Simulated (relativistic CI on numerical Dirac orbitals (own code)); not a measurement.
## V5+ in a cubic cluster: 2p photoemission with charge transfer

Computed with a charge-transfer multiplet model of a cubic metal-ligand cluster with up to 2 ligand holes, Slater and spin-orbit integrals from Dirac-Coulomb-Breit ions, Slater integrals scaled by 0.9. The ground state mixes d0 with configurations of k ligand holes L, whose averages lie at kΔ + k(k − 1)U_dd/2; a core hole lowers each added d electron by U_cd. 300 K, Lorentzian 0.6 eV and Gaussian 0.8 eV FWHM.

Atomic integrals in eV (Slater integrals scaled, ζ unscaled), ground: F2dd 9.064, F4dd 5.680, zeta_d 0.024; with the core hole: F2dd 9.064, F4dd 5.680, zeta_d 0.047, zeta_core 4.606, F2cd 6.737, G1cd 5.189, G3cd 2.951. Where a configuration has fewer than two d electrons, the dd integrals are those of d2.

Cluster parameters (eV): Δ = -0.9, U_dd = 4.8, U_cd = 5.6, 10Dq = 0.25, 10Dq(ligand) = 1, final-state hopping factor = 0.9.

| Case | n_d | d0 | d1L | d2L2 | S |
| --- | --- | --- | --- | --- | --- |
| V(eg) = 3.35 eV, V(t2g) = -1.78 eV | 1.05 | 0.20 | 0.55 | 0.25 | 0.00 |
| V(eg) = 3.95 eV, V(t2g) = -2.1 eV | 1.06 | 0.20 | 0.54 | 0.26 | 0.00 |
| V(eg) = 4.25 eV, V(t2g) = -2.26 eV | 1.06 | 0.20 | 0.54 | 0.26 | 0.00 |

Weights, n_d and S are thermal averages at 300 K. Binding energies count from the first peak over 30 % of the highest in each spectrum, which can be another peak from case to case. The parameters are a model scan and need not match a compound or its usual spin state. Peaks in eV (height, largest 100):
- V(eg) = 3.35 eV, V(t2g) = -1.78 eV: 0.0 (100), 4.9 (8), 7.7 (32)
- V(eg) = 3.95 eV, V(t2g) = -2.1 eV: 0.0 (100), 5.9 (12), 7.5 (30)
- V(eg) = 4.25 eV, V(t2g) = -2.26 eV: 0.0 (100), 6.3 (15), 7.7 (28)

Curve for V(eg) = 3.35 eV, V(t2g) = -1.78 eV (points under 2 left out, the grid thinned):

```tsv
E (eV)	Intensity
-2.7	2.1
-2.3	2.9
-1.9	4.3
-1.5	7.2
-1.1	14.4
-0.7	35.9
-0.3	78.8
0.1	99.3
0.5	63.5
0.9	26.3
1.3	11.4
1.7	6.4
2.0	4.9
2.4	4.1
2.8	4.3
3.2	4.9
3.6	5.5
4.0	6.2
4.4	6.9
4.8	7.7
5.2	7.4
5.6	6.8
6.0	8.0
6.4	13.4
6.8	21.0
7.2	27.3
7.6	32.0
8.0	28.2
8.4	16.6
8.8	8.2
9.2	4.7
9.6	3.3
10.0	2.6
10.3	2.3
10.7	2.0
13.3	2.8
13.7	3.6
14.1	3.4
14.5	3.0
14.9	3.5
15.3	4.2
15.7	3.6
16.1	2.3
22.5	2.4
22.9	2.1
```

A d0 ion has no d-d gap: its lowest excitations are ligand-to-metal charge transfer. With the core hole the average of the configuration with one ligand hole lies at Δ − U_cd = -6.5 eV before mixing: the effective hopping of about 7.8 eV (from the holes of the mixed ground state) is comparable with this gap or larger, so the configurations mix strongly.

With at most 2 ligand holes the space is cut while the next configuration still counts, so covalency is underestimated, and a final configuration with one more ligand hole, which can lie low, is missing from the spectra.
